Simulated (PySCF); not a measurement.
Constitutional and geometric isomers with formula C2H3BO. Isolated molecules, 0 K electronic values unless said otherwise. One relaxed conformer stands for each flexible species; it need not be the lowest. Strings in code marks are SMILES. All members: neutral, multiplicity 1. Level: PBE-D3(BJ)/def2-TZVP (PySCF). Delta-SCF ions had no search for a lower state.  The removal energy is E(N − 1 electrons) − E(N electrons) at the parent's geometry; ε(HOMO) is measured against the vacuum level.

| species | −ε(HOMO) (eV) | vertical ionisation energy (Delta-SCF) (eV) |
|---|---|---|
| `[H]/B=C1\CO1` | 4.95 | 8.39 |
| `B=C=CO` (C–C–O–H torsion 180°) | 5.31 | 8.62 |
| `B1[C@@H]2O[C@H]12` | 5.58 | 9.23 |
| `OB1C=C1` (H–O–B–C torsion 180°) | 6.25 | 9.87 |
| `C=C1BO1` | 6.29 | withheld |
| `OC1=CB1` (H–O–C–C torsion 180°) | 6.69 | 10.30 |

Problem. Fit vertical ionisation energy (Delta-SCF) = a + b·x to the 5 complete rows by least squares, with x = −ε(HOMO) in eV. Give a, b and the rms residual, and predict the withheld value.

Solution. Means of the 5 rows: x̄ = 5.756, ȳ = 9.282 eV. Σ(x − x̄)² = 1.9959 and Σ(x − x̄)(y − ȳ) = 2.2646, so b = 1.135 and a = ȳ − b·x̄ = 2.749 eV. The rms residual is 0.099 eV. At x = 6.29 the line gives 9.89 eV. The run for `C=C1BO1` gave 9.84 eV, so the line is off by 0.05 eV, within twice the rms residual.

Codes: PySCF.
